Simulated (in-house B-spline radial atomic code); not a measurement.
# Ionising the bromine ion Br⁺ with different functionals

Computed with an all-electron radial atomic-structure program (B-spline basis): scalar-relativistic (spin-free X2C) Hamiltonian, Fermi nucleus of rms radius 4.1629 fm, spin-polarised at highest spin, spherical fractional occupations for the functionals, and exact exchange of hybrids averaged over the configuration. The ionisation energy is the difference of two self-consistent energies, [Ar] 3d10 4s2 4p4 → [Ar] 3d10 4s2 4p3, without Breit or QED terms; ε is the level of the shell that loses the electron (its least bound occupied spin orbital). There is no spin-orbit coupling in this Hamiltonian.

| method | rung | ΔSCF (eV) | -ε(4p) (eV) |
| --- | --- | --- | --- |
| PBE0 | global hybrid | 21.27 | 17.81 |
| B3LYP | global hybrid | 21.54 | 17.68 |
| TPSSh | global hybrid | ? | ? |
| BHandHLYP | global hybrid | 21.38 | 19.15 |
| r2SCAN0 | global hybrid | 21.11 | 17.82 |
| B97-1 | global hybrid | 21.35 | 17.54 |
| HSE06 | range-separated hybrid | 21.35 | 17.43 |
| wB97X | range-separated hybrid | 21.62 | 20.43 |
| CAM-B3LYP | range-separated hybrid | 21.60 | 19.44 |
| LC-wPBE | range-separated hybrid | ? | ? |

Problem. What does LC-wPBE give?

Solution. ΔSCF 21.46 eV, and -ε(4p) = 20.88 eV.

Problem. What does TPSSh give?

Solution. ΔSCF 21.20 eV, and -ε(4p) = 16.99 eV.

Problem. Among the functionals, which spreads more, the ΔSCF values or the orbital energies?

Solution. The orbital energies: ΔSCF values span about 0.51 eV and the orbital energies 3.89 eV; here energy differences depend much less on the functional than eigenvalues do.

Problem. How do they compare with the NIST value?

Solution. NIST lists 21.591 eV (measured, ground level to ground level). Errors run from -0.48 to +0.03 eV; CAM-B3LYP is closest (+0.01 eV), but part of that can be cancellation, since the calculations leave out spin-orbit coupling, Breit-QED terms, multiplet and fine-structure energies.
